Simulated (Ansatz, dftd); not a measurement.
Reaction: C3H4O (SMILES O=C1CC1) → C3H4O (SMILES O1C=CC1)
Each species at its own B3LYP-D3(BJ)/def2-TZVP minimum (Ansatz, a first-principles code).

Wanted: isomerisation energy (electronic), in kcal/mol. Radicals and triplets start from unrestricted determinants; spin-orbit coupling is neglected. Cores are frozen in correlated methods. Rows without X2C or -DK are non-relativistic. CBS(X,Y): correlation extrapolated as X^-3, Hartree-Fock from the larger set. A bracket is a step between two methods taken in the basis named. Functionals run without relativity, which enters their misses. Double hybrids freeze cores in their MP2 part. '+ core + X2C': CCSD(T) terms for core correlation (cc-pwCVTZ) and scalar relativity (cc-pVTZ-DK).

Compared with CCSD(T)/CBS(cc-pVTZ,cc-pVQZ) + [CCSDT(Q) - CCSD(T)]/cc-pVDZ + core + X2C (Ansatz): 7.2 kcal/mol.

Costs are rough ratios of core time, to one figure, on one kind of shared machine, summed over the single points of the molecules; atoms, geometries and frequencies are left out. The first row took roughly 20 core seconds; short runs hold start-up time.

| level | program | cost relative to the first row | difference (kcal/mol) |
|---|---|---|---|
| r2SCANh-D4/def2-TZVPD | Ansatz + dftd4 | 1 | 3.0 |
| B2PLYP-D3(BJ)/def2-TZVPD | Ansatz + dftd3 | 2 | 1.9 |
| wB97X-V/def2-TZVPD | Ansatz | 2 | 2.3 |
| B2GP-PLYP-D3(BJ)/def2-TZVPD | Ansatz + dftd3 | 2 | 1.7 |
| wB97M-V/def2-TZVPD | Ansatz | 2 | 1.6 |
| CCSD(T)/cc-pVTZ | Ansatz | 5 | 0.3 |

The dearest row costs roughly 5 times the first. Costs within a factor of two don't rank. The table holds for this case alone.
